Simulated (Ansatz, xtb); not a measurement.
**A geometry optimisation of C2H9AlBN with r2SCAN-D4/def2-SVP**

The starting geometry of this gas-phase singlet was built from a drawn formula by distance geometry and a force field; its bonds are those of `B[C@@H](N)[AlH][CH3]`.

| atom | x (Å) | y (Å) | z (Å) |
| --- | --- | --- | --- |
| C | 0.2298 | -0.8073 | -0.8156 |
| C | -2.2248 | -0.5744 | 1.5682 |
| Al | -1.7501 | -0.9067 | -0.3184 |
| B | 0.6031 | 0.7380 | -0.7749 |
| N | 0.9921 | -1.5751 | 0.0818 |
| H | 1.0164 | 1.2796 | -1.7709 |
| H | 0.5669 | 1.3209 | 0.2727 |
| H | 0.2763 | -1.1653 | -1.8722 |
| H | 0.6920 | -2.5761 | -0.0102 |
| H | 1.9433 | -1.5884 | -0.2419 |
| H | -2.7609 | -0.2888 | -1.3866 |
| H | -1.3531 | -0.1845 | 2.1061 |
| H | -3.0483 | 0.1638 | 1.6541 |
| H | -2.5297 | -1.5635 | 2.0677 |

**Question.** Where would you expect an optimisation with r2SCAN-D4/def2-SVP to take it?

**Answer.** A new bond forms, giving a structure given below by its coordinates. Contacts that close: Al3–N5 (2.85 → 2.00 Å).

The energy falls by 2.06 eV over 22 steps:

```csv
step,E − E(last) (eV)
1,2.060
3,1.317
6,0.895
8,0.700
10,0.472
13,0.071
15,0.014
17,0.001
20,0.000
22,0.000
```

Final geometry (Å):

```tsv
atom	x (Å)	y (Å)	z (Å)
C	0.4478	-0.5869	-1.1484
C	-1.9630	-0.3259	1.5302
Al	-1.3705	-0.9825	-0.2129
B	0.4993	0.7904	-0.6239
N	0.4601	-1.7781	-0.2471
H	0.3655	1.7169	-1.3892
H	0.6420	0.9968	0.5655
H	0.3848	-0.8744	-2.2034
H	0.6791	-2.6546	-0.7185
H	1.0869	-1.6569	0.5501
H	-2.2866	-1.8112	-1.2122
H	-1.1292	-0.1526	2.2295
H	-2.5035	0.6319	1.4384
H	-2.6597	-1.0407	2.0017
```

From the same start GFN2-xTB reaches the same bonding as this run.

The end wasn't checked by frequencies. Run with Ansatz 0.2.0, 35 s on 2 threads of Intel(R) Xeon(R) 6975P-C (Granite Rapids) (shared host).
